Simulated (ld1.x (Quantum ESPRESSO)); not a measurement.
**An all-electron radial function and its pseudo partner (cobalt (Co))**

Columns: radius, all-electron u(r) and pseudo u(r) of the 4p shell (level -1.25 eV) of cobalt in the configuration [Ne] 3s2 3p6 3d7 4s2 4p0; PBEsol, scalar-relativistic, ultrasoft scheme, ld1.x (Quantum ESPRESSO) 7.5.

```
r (bohr)  all-electron   pseudo
   0.080        0.0788  -0.0208
   0.160        0.0959  -0.0798
   0.240        0.0373  -0.1676
   0.320       -0.0422  -0.2701
   0.400       -0.1096  -0.3714
   0.480       -0.1530  -0.4558
   0.560       -0.1715  -0.5106
   0.640       -0.1691  -0.5284
   0.720       -0.1510  -0.5070
   0.800       -0.1220  -0.4505
   0.880       -0.0862  -0.3669
   0.960       -0.0466  -0.2675
   1.040       -0.0052  -0.1638
   1.120        0.0363  -0.0657
   1.200        0.0770   0.0197
   1.280        0.1163   0.0895
   1.360        0.1535   0.1441
   1.440        0.1887   0.1866
   1.520        0.2215   0.2214
   1.600        0.2521   0.2521
   1.680        0.2803   0.2803
   1.760        0.3063   0.3063
   1.840        0.3302   0.3302
   1.920        0.3521   0.3521
   2.000        0.3719   0.3719
   2.080        0.3899   0.3899
```

Question: How many radial nodes do the two functions have?

Answer: The all-electron 4p function has n − l − 1 = 2; the pseudo-wave has 1, since 1 lower shell of the same l stays in the valence.

Question: At about which radius was the pseudo-wave matched?

Answer: 1.60 bohr, where the columns begin to agree (steps of 0.08 bohr).

Question: Is the pseudo-wave norm-conserving?

Answer: No, it belongs to an ultrasoft set: the norm inside the radius is not constrained, and the difference is carried by the augmentation charge.
